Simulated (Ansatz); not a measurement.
Stretch profile

CAlF2N (SMILES N#[C][Al]([F])[F]), closed shell, at its PBE0-D4/def2-TZVP minimum:

| atom | x (Å) | y (Å) | z (Å) |
| --- | --- | --- | --- |
| N1 | 1.5285 | -1.2486 | 1.3518 |
| C2 | 0.7941 | -0.6519 | 0.6941 |
| Al3 | -0.4197 | 0.3344 | -0.3931 |
| F4 | -1.7034 | -0.4252 | -1.0425 |
| F5 | -0.1496 | 1.9177 | -0.6518 |

The bond length N1–C2 (1.152 Å at the minimum) is set to the values below, the two halves moving rigidly along the bond. Each method's energies count from its own value at the PBE0-D4 minimum structure. 2 of 9 computed points, where the reference changed state or T1 grew large, are left out. Program: Ansatz 0.2.0. Basis: def2-TZVPP. Cores are frozen in the correlated methods. B3LYP uses VWN-RPA correlation.

| bond length (Å) | CCSD(T) (kJ/mol) | wB97M-V (kJ/mol) | r2SCAN-D4 (kJ/mol) | PBE0-D4 (kJ/mol) |
| --- | --- | --- | --- | --- |
| 0.945 | 441.4 | 407.1 | 417.6 | 409.8 |
| 0.994 | 236.7 | 210.2 | 219.0 | 212.7 |
| 1.065 | 68.4 | 53.4 | 58.9 | 55.0 |
| 1.148 | 0.8 | 0.0 | 0.3 | 0.1 |
| 1.240 | 23.7 | 40.2 | 33.2 | 38.1 |
| 1.339 | 109.8 | 147.5 | 130.6 | 142.3 |
| 1.444 | 231.1 | 295.0 | 265.8 | 285.7 |

Minimum and curvature along this coordinate at CCSD(T): A fifth-order fit through the nearest points gives 1.166 Å, with a curvature of about 110 eV/Å².

Question: Treat the two halves as rigid bodies and work out the harmonic wavenumber of this stretch from that curvature (ν̃ = 521.5 √(k/μ) cm⁻¹ with k in eV/Å² and μ in u).

Answer: The halves weigh 14.01 and 76.99 u, so μ = 14.01 × 76.99/91.00 = 11.853 u and ν̃ = 521.5 √(110/11.853) ≈ 1600 cm⁻¹. A true normal mode mixes in other motions, so this is a guide only.

Largest difference from the CCSD(T) curve over the scan: PBE-D4 7.1; B3LYP-D4 46.0; HF 151.0; MP2 36.9 kJ/mol. Each curve counts from its own value at the minimum.

No T1 diagnostic of these runs exceeds 0.024. The restricted Hartree–Fock reference is unstable towards an unrestricted one here. The program raised a doubt about the electronic state.

For scale, one of the runs: CCSD(T)/def2-TZVPP, 166 basis functions (an equivalent command: `ansatz run in.yaml --threads 4`). Time: 39 s of wall clock on 4 CPU threads; the host was shared. Peak host memory: 1.4 GiB.
